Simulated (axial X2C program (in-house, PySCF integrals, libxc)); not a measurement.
**Low determinants of CsC⁻ at the PBE0 level, 2c**

All values were computed with an axial X2C code built on PySCF integrals. Two-component (2c) means X2C with spin–orbit coupling and atomic mean-field two-electron Coulomb and Gaunt terms. Basis: Cs dyall-acv3z [16s16p10d4f1g], C dyall-av3z [8s7p3d2f] (cores contracted in-house); Gaussian nuclei, density fitting, unrestricted open shells. Masses: Cs 132.905 u, C 12.000 u.

Search at 2.852 Å (vertical energies from the lowest determinant):

```csv
ΔE (eV),state,electrons beyond evenly filled partner blocks,"electrons in ±ω = 1/2, 3/2, 5/2, 7/2"
0.00,Ω = 1,"ω = -1/2, ω = 3/2",41 17 4 0
0.01,Ω = 2,"ω = 1/2, ω = 3/2",41 17 4 0
0.41,Ω = 3,2 × ω = 3/2,40 18 4 0
0.69,Ω = 0,"3 × ω = 1/2, ω = -3/2",41 17 4 0
1.07,Ω = 1,2 × ω = 1/2,40 18 4 0
1.16,Ω = 1,"ω = -3/2, ω = 5/2",40 17 5 0
1.16,Ω = 4,"ω = 3/2, ω = 5/2",40 17 5 0
```

Lowest determinant, Ω = 1 (⟨Sz⟩ = 1.00, ⟨Lz⟩ = 0.00 at PBE0): Re = 2.848 Å, ωe = 247.0 cm⁻¹.

The determinant in row 2 of the search, Ω = 2 (⟨Sz⟩ = 2.00, ⟨Lz⟩ = 0.00 at PBE0), was followed along the bond at PBE0; measured from the minimum of the lowest determinant it gives:

Te = 0.014 eV (117 cm⁻¹), Re = 2.835 Å, ωe = 250.3 cm⁻¹.

(1) Compare the bond of the determinant in row 2 with that of the lowest one.

The search compares states at one distance, so a state with another bond length can lie lower; it is not exhaustive and yields mostly the lowest determinant of each block pattern, so other components and higher states of one pattern are missing. These are energies of single determinants, not of spin-adapted states; PBE0 term energies can be off by some tenths of an eV, and the functional has no current term. Open-shell Ω = 0 determinants with evenly filled partner blocks cannot be reached by this program, so the Ω shown need not be the lowest component. The lowest determinant need not be the ground state where others lie within half an eV. For an anion, determinants above electron detachment are held by the basis set. The highest occupied level of some functionals is positive through self-interaction error; at Hartree–Fock it is bound. Row 1 has a positive highest level at its minimum. Row 2 has a positive highest level at its minimum.

Results:

(1) At PBE0 its Re is 0.013 Å shorter and its force constant, which goes as ωe², is 1.03 times that of the lowest determinant. T0 ≈ Te + Δωe/2 = 117 + (2) = 119 cm⁻¹.
